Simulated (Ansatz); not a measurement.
The cluster Ti2S3, relaxed as a singlet with RKS PBE-D4/def2-SVP in Ansatz, starting from the GFN2-xTB geometry. Force threshold 0.02 eV/Å.

Another isomer (singlet) lies 2.50 eV lower at PBE0-D4/def2-TZVP; other spin states weren't run for this one.

Start:

```xyz
5

Ti    2.030    0.944    0.530
Ti   -2.295   -0.145   -0.084
S    -0.670    2.004    1.196
S     0.463   -0.885   -1.712
S     0.471   -1.919    0.070
```

| step | energy (eV) | largest force component (eV/Å) | SCF passes |
| --- | --- | --- | --- |
| 1 | -78689.1387 | 3.735 | 198 |
| 2 | -78690.8351 | 4.289 | 82 |
| 3 | -78692.9327 | 4.440 | 55 |
| 4 | -78694.8922 | 4.284 | 37 |
| 5 | -78696.5542 | 3.549 | 31 |
| 6 | -78697.6545 | 1.858 | 31 |
| 7 | -78697.9083 | 1.217 | 66 |
| 8 | -78698.1930 | 0.658 | 40 |
| 9 | -78698.3974 | 0.723 | 31 |
| 10 | -78698.4542 | 0.354 | 25 |
| 11 | -78698.4833 | 0.213 | 31 |
| 12 | -78698.4892 | 0.275 | 40 |
| 13 (rejected) | -78698.4404 | 0.714 | 35 |
| 14 | -78698.4897 | 0.196 | 25 |
| 15 | -78698.4951 | 0.038 | 26 |
| 16 | -78698.4952 | 0.008 | 28 |

Force components are those of the run's own axes.

End:

Cartesian coordinates in Å:
```
Ti 0.9539 0.7608 0.0220
Ti -1.1661 0.2290 -0.2775
S -0.6021 1.5563 1.4961
S 0.4729 -0.9572 -1.6451
S 0.3414 -1.5888 0.4044
```

By distances, no bond broke or formed, bridged metal pairs apart. The bond that changes most is Ti1–S4, from 3.29 to 2.44 Å (atoms count from 1). Metal–metal contacts that move far: Ti1–Ti2 4.50 to 2.21 Å.

No frequencies were taken in this run, so the end may be a saddle point.

Hardware: 4 threads of Intel Xeon on a shared host. Wall time 80 s.
